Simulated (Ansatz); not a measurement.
Geometry optimisation, UKS LDA/STO-3G (Ansatz).

Input:

```yaml
crystal:
  periodic: [false, false, false]
  atoms:
    - { symbol: F, position_ang: [-2.7895, -1.0429, 1.7347] }
    - { symbol: B, position_ang: [-1.4687, -0.7011, 1.3902] }
    - { symbol: Si, position_ang: [0.1794, -0.3011, 2.2915] }
    - { symbol: "N", position_ang: [1.1706, -0.0939, 0.7664] }
    - { symbol: Si, position_ang: [-0.3628, -0.4459, -0.2142] }
    - { symbol: O, position_ang: [-0.8646, 0.9776, -1.0627] }
    - { symbol: Si, position_ang: [0.2418, 1.1036, -2.3892] }
    - { symbol: H, position_ang: [0.7518, -1.4334, 3.0695] }
    - { symbol: H, position_ang: [0.151, 0.9789, 3.0948] }
    - { symbol: H, position_ang: [1.7187, -0.938, 0.6947] }
    - { symbol: H, position_ang: [-0.2495, -1.6457, -1.0086] }
    - { symbol: H, position_ang: [1.6177, 1.268, -1.8991] }
    - { symbol: H, position_ang: [-0.195, 2.3161, -3.196] }
    - { symbol: H, position_ang: [0.0862, -0.0714, -3.2433] }
magnetization:
  spin_polarized: true
basis:
  gaussian: { orbitals: STO-3G }
hamiltonian:
  xc: lda
relax:
  f_tol: 0.02
  max_steps: 40
```

Run as:

```bash
$ ansatz run input.yaml --threads 1 --pin off --max-ram 2048MiB --backend cpu --events-out ev --progress --plain --runs-dir out
```

Q: Where does it end, and by what steps?

A: The run converged. Limits of this set-up: minimal basis. After 12 steps the energy has fallen by 1.282 eV; H10 moved furthest, 0.55 Å.

```json
{"step": "0", "energy less start (eV)": "0.0000", "largest force component (eV/Å)": "4.115", "accepted": "yes"}
{"step": "1", "energy less start (eV)": "-0.8390", "largest force component (eV/Å)": "2.227", "accepted": "yes"}
{"step": "2", "energy less start (eV)": "-0.9746", "largest force component (eV/Å)": "1.160", "accepted": "yes"}
{"step": "3", "energy less start (eV)": "-1.0587", "largest force component (eV/Å)": "1.297", "accepted": "yes"}
{"step": "4", "energy less start (eV)": "-1.1826", "largest force component (eV/Å)": "1.286", "accepted": "yes"}
{"step": "5", "energy less start (eV)": "-1.1436", "largest force component (eV/Å)": "1.986", "accepted": "no"}
{"step": "6", "energy less start (eV)": "-1.2521", "largest force component (eV/Å)": "0.576", "accepted": "yes"}
{"step": "7", "energy less start (eV)": "-1.2471", "largest force component (eV/Å)": "0.472", "accepted": "no"}
{"step": "8", "energy less start (eV)": "-1.2727", "largest force component (eV/Å)": "0.093", "accepted": "yes"}
{"step": "9", "energy less start (eV)": "-1.2774", "largest force component (eV/Å)": "0.094", "accepted": "yes"}
{"step": "10", "energy less start (eV)": "-1.2806", "largest force component (eV/Å)": "0.108", "accepted": "yes"}
{"step": "11", "energy less start (eV)": "-1.2813", "largest force component (eV/Å)": "0.026", "accepted": "yes"}
{"step": "12", "energy less start (eV)": "-1.2815", "largest force component (eV/Å)": "0.009", "accepted": "yes"}
```

```xyz
14
Properties=species:S:1:pos:R:3
F -2.759 -0.894 1.781
B -1.518 -0.665 1.454
Si 0.164 -0.397 2.447
N 0.859 -0.444 0.836
Si -0.510 -0.545 -0.241
O -0.818 0.871 -1.143
Si 0.253 1.105 -2.442
H 0.686 -1.448 3.318
H 0.409 0.855 3.162
H 1.869 -0.415 0.594
H -0.344 -1.639 -1.211
H 1.619 1.377 -2.008
H -0.231 2.257 -3.181
H 0.309 -0.048 -3.336
```

Whether the end is a true minimum wasn't checked by a vibrational analysis.

Time of the run: 68 s on 1 thread of Arm Neoverse V1, with other jobs on the host, peak memory 0.2 GiB.
